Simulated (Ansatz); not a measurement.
Calculated with Ansatz (gas phase, PBE0-D4/def2-TZVP geometries, no zero-point term in ΔE). CCSD(T)/CBS is the MP2 limit (def2-TZVPP, def2-QZVPP) plus CCSD(T) − MP2 in def2-TZVPP, frozen cores. This one scheme is used for every species. DFT in def2-TZVPP. One conformer a species, not always the lowest.

Reaction (cleavage of the Si–Si bond): `B[SiH2][SiH2][SiH3]` + H–F → `B[SiH2]F` + disilane

Problem. Is it downhill or uphill in electronic energy at CCSD(T)/CBS, and by how much? (Best estimate.)

Solution. The calculation gave: Downhill: ΔE = -25.3 kcal/mol.

Problem. What do these levels give: r2SCAN0-D4, CAM-B3LYP-D4, PBE, BHLYP, CAM-B3LYP, CCSD/CBS(def2)? (Estimate.)

Solution. Computed: r2SCAN0-D4 -25.1, CAM-B3LYP-D4 -29.4, PBE -22.1, BHLYP -32.1, CAM-B3LYP -31.5, CCSD/CBS(def2) -27.0 kcal/mol.

Largest T1 diagnostic among the species: 0.014.

Leaving LDA and LC-ωPBE aside and taking each functional with its dispersion term where it has one, the values, not all of them listed here, spread over 10.0 kcal/mol, from CAM-B3LYP-D4 to revPBE-D4. LDA lies +1.4 kcal/mol from PBE without D4. The D4 term adds +3.3 kcal/mol with B3LYP and +1.9 kcal/mol with PBE0; it sums over pairs of atoms, weighted by their polarisabilities, and B3LYP, whose exchange is more repulsive, gets the larger term. From PBE to PBE0 (25 % exact exchange), in def2-TZVPP and without D4, ΔE moves by −1.2 kcal/mol.

B3LYP here is the variant with VWN-RPA as its local correlation; programs differ in this.
